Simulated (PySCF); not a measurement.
Atomic charges against the basis set

Species: C2H5F3SSi.
Atom-mapped SMILES: `[F:1][SiH2:2][S:3][CH2:4][CH:5]([F:6])[F:7]` (hydrogens: H8, H9 on Si2; H10, H11 on C4; H12 on C5)

PBE0 throughout (PySCF), one geometry, spherical d and f functions. Geometry: PBE0-D3(BJ)/def2-SVP, one conformer, isolated molecule. Atoms taken as equivalent share a column and are averaged. The first 7 of 9 kinds of atom are listed.

Mulliken charges (e):

```
        basis  functions      F1     Si2      S3      C4      C5   F6/F7   H8/H9
       STO-3G         48  -0.241  +0.600  -0.041  -0.254  +0.149  -0.117  -0.118
        6-31G         81  -0.455  +0.897  -0.078  -0.695  +0.463  -0.301  -0.112
     pcSseg-0         81  -0.492  +0.945  -0.200  -0.876  +0.555  -0.350  -0.068
       6-31G*        116  -0.400  +0.739  -0.132  -0.613  +0.535  -0.308  -0.078
      cc-pVDZ        131  -0.318  +0.560  -0.166  -0.218  +0.403  -0.197  -0.054
     def2-SVP        131  -0.345  +0.693  -0.250  -0.232  +0.469  -0.225  -0.076
  aug-cc-pVDZ        214  -0.636  +0.172  -0.075  -0.031  +1.308  -0.452  +0.356
6-311+G(2d,p)        235  -0.423  +0.635  -0.140  -0.182  +0.158  -0.248  -0.046
    def2-TZVP        259  -0.324  +0.489  -0.202  -0.206  +0.263  -0.186  -0.022
      cc-pVTZ        288  -0.287  +0.490  -0.186  -0.242  +0.358  -0.183  -0.039
     IGLO-III        313  -0.479  +1.131  -0.251  -0.402  +0.333  -0.229  -0.172
```

IAO charges (e):

```
        basis  functions      F1     Si2      S3      C4      C5   F6/F7   H8/H9
       STO-3G         48  -0.360  +0.773  -0.057  -0.393  +0.178  -0.144  -0.123
        6-31G         81  -0.497  +0.846  -0.157  -0.384  +0.388  -0.280  -0.086
     pcSseg-0         81  -0.481  +0.846  -0.170  -0.396  +0.392  -0.275  -0.088
       6-31G*        116  -0.523  +0.988  -0.178  -0.373  +0.446  -0.292  -0.132
      cc-pVDZ        131  -0.522  +0.975  -0.174  -0.369  +0.444  -0.292  -0.129
     def2-SVP        131  -0.521  +0.989  -0.174  -0.364  +0.446  -0.294  -0.135
  aug-cc-pVDZ        214  -0.536  +0.984  -0.175  -0.369  +0.447  -0.302  -0.125
6-311+G(2d,p)        235  -0.541  +1.011  -0.174  -0.375  +0.446  -0.302  -0.134
    def2-TZVP        259  -0.543  +1.024  -0.174  -0.379  +0.454  -0.303  -0.139
      cc-pVTZ        288  -0.538  +1.012  -0.177  -0.377  +0.453  -0.301  -0.135
     IGLO-III        313  -0.543  +1.016  -0.170  -0.379  +0.449  -0.303  -0.136
```

Hirshfeld charges (e):

| basis | functions | F1 | Si2 | S3 | C4 | C5 | F6/F7 | H8/H9 |
| --- | --- | --- | --- | --- | --- | --- | --- | --- |
| STO-3G | 48 | -0.163 | +0.440 | -0.100 | -0.039 | +0.156 | -0.086 | -0.084 |
| 6-31G | 81 | -0.233 | +0.392 | -0.109 | -0.068 | +0.155 | -0.100 | -0.056 |
| pcSseg-0 | 81 | -0.228 | +0.424 | -0.095 | -0.075 | +0.149 | -0.095 | -0.067 |
| 6-31G* | 116 | -0.199 | +0.366 | -0.113 | -0.064 | +0.149 | -0.089 | -0.064 |
| cc-pVDZ | 131 | -0.195 | +0.365 | -0.079 | -0.082 | +0.137 | -0.079 | -0.071 |
| def2-SVP | 131 | -0.200 | +0.373 | -0.069 | -0.084 | +0.141 | -0.085 | -0.072 |
| aug-cc-pVDZ | 214 | -0.215 | +0.383 | -0.063 | -0.100 | +0.135 | -0.089 | -0.067 |
| 6-311+G(2d,p) | 235 | -0.216 | +0.385 | -0.066 | -0.095 | +0.138 | -0.093 | -0.067 |
| def2-TZVP | 259 | -0.206 | +0.374 | -0.067 | -0.093 | +0.136 | -0.089 | -0.068 |
| cc-pVTZ | 288 | -0.201 | +0.370 | -0.072 | -0.093 | +0.137 | -0.085 | -0.069 |
| IGLO-III | 313 | -0.208 | +0.373 | -0.049 | -0.099 | +0.133 | -0.091 | -0.066 |

ESP-fitted charges (e):

| basis | functions | F1 | Si2 | S3 | C4 | C5 | F6/F7 | H8/H9 |
| --- | --- | --- | --- | --- | --- | --- | --- | --- |
| STO-3G | 48 | -0.202 | +0.602 | -0.195 | -0.312 | +0.359 | -0.154 | -0.106 |
| 6-31G | 81 | -0.378 | +0.816 | -0.308 | -0.518 | +0.599 | -0.275 | -0.098 |
| pcSseg-0 | 81 | -0.365 | +0.904 | -0.359 | -0.479 | +0.648 | -0.287 | -0.136 |
| 6-31G* | 116 | -0.231 | +0.487 | -0.214 | -0.495 | +0.411 | -0.191 | -0.049 |
| cc-pVDZ | 131 | -0.240 | +0.463 | -0.171 | -0.503 | +0.450 | -0.206 | -0.043 |
| def2-SVP | 131 | -0.252 | +0.529 | -0.194 | -0.481 | +0.461 | -0.216 | -0.062 |
| aug-cc-pVDZ | 214 | -0.241 | +0.436 | -0.144 | -0.584 | +0.430 | -0.211 | -0.032 |
| 6-311+G(2d,p) | 235 | -0.253 | +0.455 | -0.137 | -0.599 | +0.439 | -0.217 | -0.034 |
| def2-TZVP | 259 | -0.239 | +0.446 | -0.143 | -0.556 | +0.415 | -0.207 | -0.039 |
| cc-pVTZ | 288 | -0.233 | +0.449 | -0.155 | -0.526 | +0.393 | -0.198 | -0.042 |
| IGLO-III | 313 | -0.227 | +0.392 | -0.114 | -0.608 | +0.409 | -0.203 | -0.024 |

Task: Which scheme is steadiest as the basis changes?

Result: Largest range over the bases for any column: Hirshfeld 0.07 e, IAO 0.28 e, ESP-fitted 0.51 e, Mulliken 1.16 e. Hirshfeld charges move least and Mulliken charges most, counted in e. Without the minimal STO-3G basis the ranges are Hirshfeld 0.06, IAO 0.18, ESP-fitted 0.51, Mulliken 1.15 e.

Task: How much do the charges still move between the two largest bases, cc-pVTZ and IGLO-III?

Result: At most, over all atoms: Mulliken 0.642 e, IAO 0.007 e, Hirshfeld 0.023 e, ESP-fitted 0.082 e.

Task: What do the same runs give for the total energy, the frontier levels and the dipole moment?

Result: 
```json
{"basis": "STO-3G", "energy (Eh)": "-1052.8303", "HOMO (eV)": "-3.59", "LUMO (eV)": "5.81", "μ (D)": "0.56"}
{"basis": "6-31G", "energy (Eh)": "-1065.6622", "HOMO (eV)": "-7.70", "LUMO (eV)": "-0.06", "μ (D)": "2.18"}
{"basis": "pcSseg-0", "energy (Eh)": "-1064.1656", "HOMO (eV)": "-7.89", "LUMO (eV)": "-0.14", "μ (D)": "2.02"}
{"basis": "6-31G*", "energy (Eh)": "-1065.8274", "HOMO (eV)": "-7.46", "LUMO (eV)": "0.01", "μ (D)": "1.73"}
{"basis": "cc-pVDZ", "energy (Eh)": "-1065.8880", "HOMO (eV)": "-7.50", "LUMO (eV)": "-0.03", "μ (D)": "1.76"}
{"basis": "def2-SVP", "energy (Eh)": "-1065.3687", "HOMO (eV)": "-7.55", "LUMO (eV)": "0.01", "μ (D)": "1.70"}
{"basis": "aug-cc-pVDZ", "energy (Eh)": "-1065.9290", "HOMO (eV)": "-7.63", "LUMO (eV)": "-0.58", "μ (D)": "1.71"}
{"basis": "6-311+G(2d,p)", "energy (Eh)": "-1066.0255", "HOMO (eV)": "-7.65", "LUMO (eV)": "-0.61", "μ (D)": "1.75"}
{"basis": "def2-TZVP", "energy (Eh)": "-1066.0702", "HOMO (eV)": "-7.63", "LUMO (eV)": "-0.41", "μ (D)": "1.70"}
{"basis": "cc-pVTZ", "energy (Eh)": "-1066.0541", "HOMO (eV)": "-7.60", "LUMO (eV)": "-0.30", "μ (D)": "1.69"}
{"basis": "IGLO-III", "energy (Eh)": "-1066.0718", "HOMO (eV)": "-7.59", "LUMO (eV)": "-0.40", "μ (D)": "1.67"}
```

The dipole is fixed by the density alone, so its range of 1.62 D shows that the density itself changes with the basis, not only its division among atoms.
